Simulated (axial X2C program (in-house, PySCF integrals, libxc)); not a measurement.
## NiP⁺: cheaper levels and CCSD(T), two-component

Computed with an in-house relativistic program for diatomic molecules. Two-component (2c) means X2C with spin–orbit coupling and atomic mean-field two-electron Coulomb and Gaunt terms. Basis: Ni dyall-cv3z [9s9p6d3f2g], P dyall-v3z [8s7p2d1f] (cores contracted in-house); Gaussian nuclei, density fitting, unrestricted open shells. Masses: Ni 57.935 u, P 30.974 u.

State: Ω = 4 (⟨Sz⟩ = 2.00, ⟨Lz⟩ = 2.00 at HF); fragments Ni+ + P.

```csv
level,Re (Å),ωe (cm⁻¹)
PBE0,2.171,340.1
CCSD,2.216,349.5
B3LYP,2.186,327.1
```

Correlated methods: 14 electrons correlated (number of frozen shells: Ni 3 s, 2 p; P 2 s, 1 p), 220 virtual spin orbitals or spinors in MP2, 90 natural virtuals in coupled cluster.

CCSD(T), same Hamiltonian and basis:

Re = 2.205 Å, ωe = 341.1 cm⁻¹; T1 = 0.055 (Lee–Taylor normalisation).

(1) Give the differences from CCSD(T) in the columns below.

Occupations by symmetry block were frozen at the best pattern of an incomplete PBE0 search. De is not given where an atomic determinant may have missed its ground term or J level, or where the truncated virtual space spoils (T). Density functionals use the spin component along the axis (collinear). Coupled cluster ran in a truncated set of natural virtual spinors; the MP2 energy of the rest was added. (T) has no such correction and the atoms are truncated less, which lowers De at CCSD(T) by a hundredth of an eV or more. Other states lie close and PBE0, whose exact exchange favours high spin, may order them wrongly; the determinant shown need not be the ground state. The nearest other 2c determinant of the search, Ω = 1, lies 0.20 eV up at the distance of the search. Without a current term, density functionals place determinants with orbital angular momentum somewhat too high. With several unpaired electrons one determinant need not be a pure state. Open-shell Ω = 0 determinants with evenly filled partner blocks cannot be reached by this program, so the Ω shown need not be the lowest component. The determinant is spin-polarised beyond a pure state at some levels (its spin-free form has ⟨S²⟩ too high), which makes Re and μ there less reliable. The T1 diagnostic is large, a sign of multireference character.

## Answers

(1) 

```json
{"level": "PBE0", "ΔRe (Å)": "-0.034", "Δωe (cm⁻¹)": "-1"}
{"level": "CCSD", "ΔRe (Å)": "0.011", "Δωe (cm⁻¹)": "8"}
{"level": "B3LYP", "ΔRe (Å)": "-0.019", "Δωe (cm⁻¹)": "-14"}
```
